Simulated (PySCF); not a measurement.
Gas-phase reaction: GeH3F + 3 CH2CHF = CH3GeH3 + 2 CHF2 + C3H4 (allene)

Method: PySCF energies plus ideal-gas RRHO corrections (1 bar). † marks an energy on the PBE0/def2-TZVP geometry and frequencies; other levels use their own. MP2 and CCSD(T) freeze the core. 6-31G* has spherical d functions here. Open shells (unrestricted): CHF2 (multiplicity 2); the rest are closed-shell singlets. B3LYP is the form with VWN-RPA correlation. Ge: all electrons, no relativistic terms. CHF2: computed as isolated molecules; such fragments, hydroxides, amides, oligomers or adducts are transient or little studied in the gas. MP2 isn't extrapolated to the basis-set limit. CCSD(T) isn't extrapolated to the basis-set limit.

| level | ΔH°(298 K), kJ |
|---|---|
| B3LYP/6-31G* | 355 |
| BLYP/def2-TZVP† | ___ |
| CCSD(T)/def2-SVP† | ___ |
| CCSD(T)/def2-TZVPP† | 384 |
| HF/def2-TZVP† | 295 |
| MP2/def2-TZVPP† | ___ |
| PBE/def2-TZVP† | ___ |
| PBE0/def2-QZVP† | 354 |
| PBE0/def2-TZVP | 350 |
| r2SCAN/def2-TZVP† | 340 |
| ωB97M-V/def2-TZVP† | 386 |

**Question.** Complete the blanks.

**Answer.** 
- BLYP/def2-TZVP†, ΔH°(298 K), kJ: 373
- CCSD(T)/def2-SVP†, ΔH°(298 K), kJ: 372
- MP2/def2-TZVPP†, ΔH°(298 K), kJ: 392
- PBE/def2-TZVP†, ΔH°(298 K), kJ: 357
